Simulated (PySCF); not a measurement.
# Polarisability and C₆ of Cr⁺ (chromium, charge +1)

[Ar] 3d5, high-spin 6S determinant. Computed with PySCF 2.14 in x2c-QZVPPall with one added diffuse shell each of s, p, d, f, g type (12s8p6d4f3g, 121 functions), with the spin-free X2C one-electron Hamiltonian (Gaussian nucleus). Coupled (time-dependent) response in atomic units; α is the mean over directions.

```csv
method,mean α (bohr³),C₆ (like pair),S(−4)
UHF,9.369,33.95,84.28
PBE,14.72,55.70,293.7
```

S(−4) is the Cauchy moment in α(ω) = α(0) + S(−4) ω² + …

α(iu) at UHF:

```csv
u (hartree),α(iu) (bohr³)
0,9.369
0.0500,9.166
0.100,8.636
0.200,7.238
0.300,6.023
0.500,4.441
0.750,3.316
1.00,2.616
1.50,1.774
2.00,1.285
3.00,0.7600
5.00,0.3545
```

A single London oscillator, α(iu) = α/(1 + u²/ω²), gives C₆ = (3/4) ω α². Matching the computed C₆ needs ω = 4 × 33.95 / (3 × 9.369²) = 0.516 hartree.

For an ion, C₆ is the dispersion term alone; charge-induced terms of lower order in 1/R come first.
